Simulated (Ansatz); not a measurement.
Redistribution: C2H8O2Si2 + CH8O4Si2 → C2H8O3Si2 + CH8O3Si2

Species: C2H8O2Si2 `C=C[SiH](O)[SiH2]O`, singlet; CH8O4Si2 `C[SiH](O)[Si](O)(O)O`, singlet; C2H8O3Si2 `C=C[SiH](O)[SiH](O)O`, singlet; CH8O3Si2 `C[SiH](O)[SiH](O)O`, singlet. The partners trade H for OH; both sit on Si, so the bond types are kept.

Shapes, held fixed at every level: PBE0-D4/def2-TZVP. Flexible molecules stand in one conformer, not always the lowest. Programs: Ansatz 0.2.0. Electronic energies: no zero-point or thermal term.

```csv
level,kind,ΔE (kJ/mol),less CCSD(T)/CBS estimate
HF/def2-TZVPP,Hartree–Fock,+16.7,-0.3
PBE0-D4/def2-TZVPP,global hybrid,+19.1,+2.1
wB97M-V/def2-TZVPP,range-separated hybrid,+18.1,+1.1
wB97X-V/def2-TZVPP,range-separated hybrid,+17.1,+0.1
CCSD(T)/def2-TZVPP,coupled cluster or CI,+17.6,+0.6
CCSD/def2-TZVPP,coupled cluster or CI,+17.5,+0.5
CCSD(T)/CBS estimate,coupled cluster or CI,+17.0,0.0
```

The highest level, CCSD(T)/CBS estimate, gives ΔE = +17.0 kJ/mol; the levels span +16.7 to +19.1. The column of differences is taken from that level and isn't an error. No measured value is set beside it here. The CBS estimate extrapolates MP2 from def2-TZVPP and def2-QZVPP and adds CCSD(T) − MP2 in the triple-zeta set, cores frozen.
